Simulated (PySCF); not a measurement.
Isotope clusters of molecular radical cations, worked from isotope masses and abundances (centroid m/z, relative intensity):

1. 169.9799 (100.0), 170.9798 (16.5), 171.9773 (11.4), 172.9772 (1.2), 173.9748 (0.4)
2. 108.9981 (100.0), 110.0006 (6.6), 110.9942 (4.7)
3. 146.9904 (100.0), 147.9930 (6.6), 148.9873 (36.7), 149.9899 (2.4), 150.9837 (1.5)
4. 84.1094 (24.5), 85.1058 (100.0), 86.1087 (4.8)

Lines and terms under 0.3 % are left out. Candidates, as SMILES:
A. `CO[Si@@H]([SiH2]O)[SiH2]P`
B. `N#Cc1ccsc1`
C. `CCc1csc(Cl)n1`
D. `[NH3+][BH2-]C1CCC1`

Question: Match clusters and compounds, and give each formula.

Answer: 
1 = A, CH11O2PSi3, monoisotopic mass of the neutral 169.9804 u; relative to that species, one 29Si gives 15.2 % at +1, one 13C gives 1.1 % at +1, one 30Si gives 10.0 % at +2 and one 18O gives 0.4 % at +2.
2 = B, C5H3NS, monoisotopic mass of the neutral 108.9986 u; relative to that species, one 13C gives 5.4 % at +1, one 33S gives 0.8 % at +1, one 15N gives 0.4 % at +1 and one 34S gives 4.5 % at +2.
3 = C, C5H6ClNS, monoisotopic mass of the neutral 146.9909 u; relative to that species, one 13C gives 5.4 % at +1, one 33S gives 0.8 % at +1, one 15N gives 0.4 % at +1, one 37Cl gives 32.0 % at +2 and one 34S gives 4.5 % at +2.
4 = D, C4H12BN, monoisotopic mass of the neutral 85.1063 u; relative to that species, one 10B gives 24.8 % at -1, one 13C gives 4.3 % at +1 and one 15N gives 0.4 % at +1.

Question: Weight all lines of cluster 3 by their intensities. What mean results?

Answer: 147.626 u over all lines, faint ones too (the ion lacks one electron, 0.0005 u); standard atomic weights give 147.620 g/mol for C5H6ClNS.

Question: Give the exact less the nominal mass of each, in mDa.

Answer: CH11O2PSi3 -19.6, C5H3NS -1.4, C5H6ClNS -9.1, C4H12BN +106.3 (neutral, monoisotopic).

Abundances used (%; other tables differ somewhat): 12C 98.93, 13C 1.07; 16O 99.757, 17O 0.038, 18O 0.205; 28Si 92.2297, 29Si 4.6832, 30Si 3.0872; 1H 99.9885, 2H 0.0115; 14N 99.632, 15N 0.368; 32S 94.93, 33S 0.76, 34S 4.29, 36S 0.02; 35Cl 75.78, 37Cl 24.22; 10B 19.9, 11B 80.1.

A cluster can't tell isomers apart.

Masses and patterns are calculated from tabulated isotope masses and abundances.
